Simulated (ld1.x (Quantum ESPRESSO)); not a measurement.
## Reading a pseudo-wave (Ti)

Columns: radius, all-electron u(r) and pseudo u(r) of the 3d shell (level -4.90 eV) of titanium in the configuration [Ar] 3d2 4s1.5 4p0.5; PBEsol, scalar-relativistic, TM scheme, ld1.x (Quantum ESPRESSO) 7.5.

```json
{"r (bohr)": "0.143", "all-electron": "0.0712", "pseudo": "0.0119"}
{"r (bohr)": "0.285", "all-electron": "0.2653", "pseudo": "0.0856"}
{"r (bohr)": "0.428", "all-electron": "0.4666", "pseudo": "0.2460"}
{"r (bohr)": "0.570", "all-electron": "0.6183", "pseudo": "0.4608"}
{"r (bohr)": "0.713", "all-electron": "0.7148", "pseudo": "0.6677"}
{"r (bohr)": "0.855", "all-electron": "0.7616", "pseudo": "0.8058"}
{"r (bohr)": "0.998", "all-electron": "0.7725", "pseudo": "0.8571"}
{"r (bohr)": "1.140", "all-electron": "0.7593", "pseudo": "0.8385"}
{"r (bohr)": "1.283", "all-electron": "0.7311", "pseudo": "0.7832"}
{"r (bohr)": "1.425", "all-electron": "0.6945", "pseudo": "0.7197"}
{"r (bohr)": "1.568", "all-electron": "0.6535", "pseudo": "0.6616"}
{"r (bohr)": "1.710", "all-electron": "0.6112", "pseudo": "0.6126"}
{"r (bohr)": "1.853", "all-electron": "0.5691", "pseudo": "0.5691"}
{"r (bohr)": "1.995", "all-electron": "0.5286", "pseudo": "0.5286"}
{"r (bohr)": "2.138", "all-electron": "0.4901", "pseudo": "0.4901"}
{"r (bohr)": "2.280", "all-electron": "0.4542", "pseudo": "0.4542"}
{"r (bohr)": "2.423", "all-electron": "0.4205", "pseudo": "0.4205"}
{"r (bohr)": "2.565", "all-electron": "0.3894", "pseudo": "0.3894"}
{"r (bohr)": "2.708", "all-electron": "0.3603", "pseudo": "0.3603"}
{"r (bohr)": "2.850", "all-electron": "0.3335", "pseudo": "0.3335"}
{"r (bohr)": "2.992", "all-electron": "0.3086", "pseudo": "0.3086"}
{"r (bohr)": "3.135", "all-electron": "0.2854", "pseudo": "0.2854"}
{"r (bohr)": "3.278", "all-electron": "0.2637", "pseudo": "0.2637"}
{"r (bohr)": "3.420", "all-electron": "0.2438", "pseudo": "0.2438"}
{"r (bohr)": "3.563", "all-electron": "0.2251", "pseudo": "0.2251"}
{"r (bohr)": "3.705", "all-electron": "0.2079", "pseudo": "0.2079"}
```

Task: How many radial nodes do the two functions have?

Result: The all-electron 3d function has n − l − 1 = 0; the pseudo-wave has 0.

Task: At about which radius was the pseudo-wave matched?

Result: 2.00 bohr. The columns agree to 0.0005 from 1.85 bohr on; several derivatives are matched, so the curves merge somewhat inside the radius.

Task: Is the pseudo-wave norm-conserving?

Result: Yes: the TM scheme keeps the norm inside the radius equal to the all-electron one, which fixes the energy derivative of the logarithmic derivative at the level.
